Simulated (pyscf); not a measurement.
Structures and frequencies: ωB97X-D3(BJ)/def2-SVP in PySCF. Correlated levels are frozen-core, on RHF or UHF. ΔMP2 is the change of the MP2 total energy from the triple- to the quadruple-zeta basis.

SMILES: [SeH]C[SeH]
```xyz
7

Se    -0.2977    -0.4419    -0.7292
C      1.0890     0.1068     0.5127
Se     0.5980     0.0517     2.3896
H     -0.5502    -1.7252    -0.0670
H      1.9731    -0.5365     0.4110
H      1.3737     1.1258     0.2192
H     -0.6107     0.8638     2.2206
```

**Question.** What is the homolytic dissociation enthalpy (298 K, CCSD(T)/def2-TZVPP + ΔMP2(QZVPP)) of the C–Se bond of HSe–CH₂–SeH, to SeH• + •H₂C–SeH?

**Answer.** C–Se to SeH• + •H₂C–SeH: 2.66 eV. HSe–CH₂–SeH lies 0.66 eV over its isomer H₃C–Se–SeH, and others may lie lower still (electronic energy, ωB97M-D3(BJ)). •H₂C–SeH lies 1.00 eV over its isomer H₃C–Se•, and others may lie lower still (electronic energy, ωB97M-D3(BJ)). The CCSD(T) − MP2 part came from Ansatz, without density fitting, on the same reference. The frozen core leaves the outer d or s,p core shells of the metals and heavy elements correlated in the MP2 and CC values, and def2-TZVPP describes them poorly, which can shift differences by a few kcal/mol. Left out: the spin-orbit lowering of SeH, which is large for Br, Se, Te and I. Elements up to Kr have no core potential and no relativistic terms here.
